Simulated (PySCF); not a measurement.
PySCF input file for Be(I)(SiH3) (BeH₃ISi), SMILES [SiH3][Be][I], TDA-PBE0/def2-SVPD. Geometry: B3LYP-D3(BJ)/def2-TZVP. The def2 effective core potentials stand for the cores of I; spin–orbit coupling is left out.

```python
import numpy as np
from pyscf import gto, scf, dft, tdscf

mol = gto.M(
    atom='''
    Be   -0.00000000   -0.00000000    1.03478010
    I     0.00000000    0.00000000   -1.13768428
    Si    0.00000000    0.00000000    3.20647211
    H    -1.19678042   -0.69096149    3.75584561
    H    -0.00000000    1.38192299    3.75584561
    H     1.19678041   -0.69096149    3.75584561
    ''',
    basis='def2-SVPD',
    ecp={'I': 'def2-svp'},
    charge=0,
    spin=0,
    symmetry=True,
    max_memory=1600,
    verbose=4,
)
mf = dft.RKS(mol, xc='pbe0').density_fit(auxbasis='def2-universal-jkfit')
mf.grids.level = 3
mf.conv_tol = 1e-9
mf.max_cycle = 100
mf.kernel()
mf.grids = dft.Grids(mol).set(level=1).build(with_non0tab=True)  # coarser grid for the response kernel
td = tdscf.TDA(mf)
td.singlet = True
td.nstates = 10
td.conv_tol = 1e-4
td.kernel(x0=td.get_init_guess(mf, 15))
td.analyze()
tt = tdscf.TDA(mf)
tt.singlet = False
tt.nstates = 4
tt.conv_tol = 1e-4
tt.kernel(x0=tt.get_init_guess(mf, 9))
tt.analyze(verbose=3)
```

Program output:

```
PySCF version 2.14.0

[INPUT] verbose = 4
[INPUT] num. atoms = 6
[INPUT] num. electrons = 46
[INPUT] charge = 0
[INPUT] spin (= nelec alpha-beta = 2S) = 0
[INPUT] symmetry True subgroup None
[INPUT] Mole.unit = angstrom
[INPUT] Symbol           X                Y                Z      unit          X                Y                Z       unit  Magmom
[INPUT]  1 Be     0.000000000000   0.000000000000   1.034780100000 AA    0.000000000000   0.000000000000   1.955450988150 Bohr   0.0
[INPUT]  2 I      0.000000000000   0.000000000000  -1.137684280000 AA    0.000000000000   0.000000000000  -2.149911705423 Bohr   0.0
[INPUT]  3 Si     0.000000000000   0.000000000000   3.206472110000 AA    0.000000000000   0.000000000000   6.059354113956 Bohr   0.0
[INPUT]  4 H     -1.196780420000  -0.690961490000   3.755845610000 AA   -2.261587225042  -1.305727978721   7.097519569050 Bohr   0.0
[INPUT]  5 H      0.000000000000   1.381922990000   3.755845610000 AA    0.000000000000   2.611455976340   7.097519569050 Bohr   0.0
[INPUT]  6 H      1.196780410000  -0.690961490000   3.755845610000 AA    2.261587206145  -1.305727978721   7.097519569050 Bohr   0.0

nuclear repulsion = 106.133075012462
point group symmetry = C3v, use subgroup Cs
symmetry origin: [-2.55368399e-10  2.55368399e-10 -1.78757888e-09]
symmetry axis x: [ 4.11509754e-09  1.00000000e+00 -1.46553998e-10]
symmetry axis y: [-1.46553925e-10  1.46553999e-10  1.00000000e+00]
symmetry axis z: [ 1.00000000e+00 -4.11509754e-09  1.46553926e-10]
num. orbitals of irrep A' = 64
num. orbitals of irrep A" = 31
number of shells = 41
number of NR pGTOs = 164
number of NR cGTOs = 95
basis = def2-SVPD
ecp = {'I': 'def2-svp'}


[settings echo left out]
init E= -572.001561033362
HOMO (A") = -0.567283813272724  LUMO (A') = -0.540209764547621  gap/eV = 0.73672
cycle= 1 E= -600.650802984177  delta_E= -28.6  |g|= 3.45  |ddm|=   12
HOMO (A') = -0.177984352800795  LUMO (A') = -0.150477758600921  gap/eV = 0.74849
cycle= 2 E= -586.493622866986  delta_E= 14.2  |g|=  4.3  |ddm|= 30.8
HOMO (A') = -0.203579950111903  LUMO (A') = -0.184745302140058  gap/eV = 0.51252
cycle= 3 E= -592.642540166112  delta_E= -6.15  |g|= 3.15  |ddm|= 30.7
HOMO (A') = -0.272956852648991  LUMO (A') = -0.0864661367989716  gap/eV = 5.07467
cycle= 4 E= -603.498536330849  delta_E= -10.9  |g|= 0.286  |ddm|=  4.8
HOMO (A') = -0.272439914806055  LUMO (A") = -0.0575620258486635  gap/eV = 5.84713
cycle= 5 E= -603.530740538788  delta_E= -0.0322  |g|= 0.157  |ddm|= 0.98
HOMO (A') = -0.296008704303577  LUMO (A") = -0.0519263460538486  gap/eV = 6.64182
cycle= 6 E= -603.538316382456  delta_E= -0.00758  |g|= 0.0434  |ddm|= 0.374
HOMO (A') = -0.29851107521841  LUMO (A") = -0.05958696920829  gap/eV = 6.50146
cycle= 7 E= -603.539048915548  delta_E= -0.000733  |g|= 0.0159  |ddm|= 0.0914
HOMO (A') = -0.299867291782304  LUMO (A") = -0.0578268493273484  gap/eV = 6.58626
cycle= 8 E= -603.539164239748  delta_E= -0.000115  |g|= 0.00262  |ddm|= 0.0279
HOMO (A') = -0.301086695283942  LUMO (A") = -0.0580979591212962  gap/eV = 6.61206
cycle= 9 E= -603.539167482036  delta_E= -3.24e-06  |g|= 0.000477  |ddm|= 0.00794
HOMO (A') = -0.300965089396186  LUMO (A") = -0.0580136301426508  gap/eV = 6.61105
cycle= 10 E= -603.539167571407  delta_E= -8.94e-08  |g|= 0.000152  |ddm|= 0.00121
HOMO (A') = -0.300939633918527  LUMO (A") = -0.0580273662970594  gap/eV = 6.60998
cycle= 11 E= -603.539167581571  delta_E= -1.02e-08  |g|= 2.49e-05  |ddm|= 0.000349
HOMO (A') = -0.300933665949098  LUMO (A") = -0.0580256434832265  gap/eV = 6.60986
cycle= 12 E= -603.539167581878  delta_E= -3.07e-10  |g|= 1.59e-06  |ddm|= 5.22e-05
HOMO (A') = -0.300933135669286  LUMO (A") = -0.0580251785450949  gap/eV = 6.60986
Extra cycle  E= -603.539167581879  delta_E= -1.14e-12  |g|= 7.13e-07  |ddm|= 7.36e-06
converged SCF energy = -603.539167581879
tot grids = 26944


******** <class 'pyscf.tdscf.rks.TDA'> for <class 'pyscf.df.df_jk.DFSymAdaptedRKS'> ********
nstates = 10 singlet
deg_eia_thresh = 1.000e-03
wfnsym = None
conv_tol = 0.0001
eigh lindep = 1e-12
eigh level_shift = 0
eigh max_cycle = 100


Excitation energies (eV)
[5.24941486 5.29487887 5.29488433 5.51302674 5.51303786 6.22226122
 6.77194137 6.77194227 6.8968699  7.08189258]

** Singlet excitation energies and oscillator strengths **
Excited State   1:   A"      5.24941 eV    236.19 nm  f=0.0000
      22 -> 24       -0.49843
      23 -> 25        0.49842
Excited State   2:   A"      5.29488 eV    234.16 nm  f=0.0000
      22 -> 24       -0.49832
      23 -> 25       -0.49834
Excited State   3:   A'      5.29488 eV    234.16 nm  f=0.0000
      22 -> 25       -0.49833
      23 -> 24        0.49833
Excited State   4:   A'      5.51303 eV    224.89 nm  f=0.0307
      18 -> 25        0.10198
      21 -> 25        0.68742
Excited State   5:   A"      5.51304 eV    224.89 nm  f=0.0307
      18 -> 24        0.10198
      21 -> 24        0.68742
Excited State   6:   A'      6.22226 eV    199.26 nm  f=0.2496
      18 -> 26       -0.10845
      21 -> 26       -0.19245
      22 -> 25        0.45891
      23 -> 24        0.45891
Excited State   7:   A"      6.77194 eV    183.09 nm  f=0.0746
      23 -> 26        0.69191
Excited State   8:   A'      6.77194 eV    183.09 nm  f=0.0746
      22 -> 26       -0.69192
Excited State   9:   A"      6.89687 eV    179.77 nm  f=0.0000
      19 -> 24       -0.49805
      20 -> 25        0.49802
Excited State  10:   A'      7.08189 eV    175.07 nm  f=0.0080
      19 -> 25       -0.49015
      20 -> 24        0.49018

** Transition electric dipole moments (AU) **
state          X           Y           Z        Dip. S.      Osc.
  1         0.0000     -0.0000     -0.0000      0.0000      0.0000
  2         0.0059     -0.0000     -0.0000      0.0000      0.0000
  3        -0.0000     -0.0059     -0.0000      0.0000      0.0000
  4        -0.0000      0.4767     -0.0000      0.2272      0.0307
  5         0.4767     -0.0000      0.0000      0.2272      0.0307
  6         0.0000     -0.0000     -1.2796      1.6375      0.2496
  7        -0.6706      0.0000     -0.0000      0.4497      0.0746
  8        -0.0000      0.6706      0.0000      0.4497      0.0746
  9        -0.0000     -0.0000      0.0000      0.0000      0.0000
 10         0.0000     -0.2143     -0.0001      0.0459      0.0080

WARN: ECP detected. Skipping calculation of transition velocity and magnetic dipole moments, which have not yet been implemented.



******** <class 'pyscf.tdscf.rks.TDA'> for <class 'pyscf.df.df_jk.DFSymAdaptedRKS'> ********
nstates = 4 triplet
deg_eia_thresh = 1.000e-03
wfnsym = None
conv_tol = 0.0001
eigh lindep = 1e-12
eigh level_shift = 0
eigh max_cycle = 100


Excitation energies (eV)
[4.32856249 4.32862231 4.81117487 5.00651966]

** Triplet excitation energies and oscillator strengths **
Excited State   1:   A'      4.32856 eV    286.43 nm  f=0.0000
Excited State   2:   A"      4.32862 eV    286.43 nm  f=0.0000
Excited State   3:   A'      4.81117 eV    257.70 nm  f=0.0000
Excited State   4:   A'      5.00652 eV    247.65 nm  f=0.0000
```

Self-consistency was reached.

Cost: around 26 core-seconds (rough).
